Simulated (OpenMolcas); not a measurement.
**W5+: effect of the metal basis and ligand basis**

W5+ with 6 ligands (fluoride) in octahedral coordination (Oh) at 1.93 Å. A charge of +0.167 e stands 3.2 Å behind each ligand.

```yaml
Program: OpenMolcas 26.06
Method: CASSCF
Spin-orbit_coupling: state interaction with AMFI integrals over the reference wave functions
```

Fixed: active space 1 electron in 5 orbitals (5d), DKH2 Hamiltonian.

States (labels of O, the rotations of Oh). Energies in cm-1 above the lowest state or level, χT in cm3 K/mol; under a threefold ground state the first gap can be a small split of the lowest multiplet, not the spin-orbit step; 10Dq is the gap between the two states.

```tsv
Run	Metal basis	Ligand basis	Ground state	First state of that spin	10Dq	First gap with spin-orbit (degeneracies)	χT at 300 K	Cost
A	ANO-RCC-VDZP	ANO-RCC-VDZP	2T2	2E 39846	39846	4931 (4, 2)	0.034	roughly 15 core-seconds
B	ANO-RCC-VTZP	ANO-RCC-VTZP	2T2	2E 39286	39286	4674 (4, 2)	0.035	roughly 70 core-seconds
```

Against A, |10Dq| changes by -1.4 % in B.

Costs are those of the RASSCF and RASSI steps.

An orbital triplet at a regular site is open to Jahn-Teller coupling, which can distort the site and quench the lowest spin-orbit gaps and is left out. With metal d orbitals alone the field can be off either way by tens of per cent. Ligand-to-metal charge-transfer states are missing. The least metal-like active orbital is 72 % on the metal (Löwdin) and no ligand orbital is active, so the numbers are rough (holds for A). The least metal-like active orbital is 66 % on the metal (Löwdin) and no ligand orbital is active, so the numbers are rough (holds for B). No measured value stands beside these numbers; the geometry is a model, was not optimised and need not be the one that this ion takes.
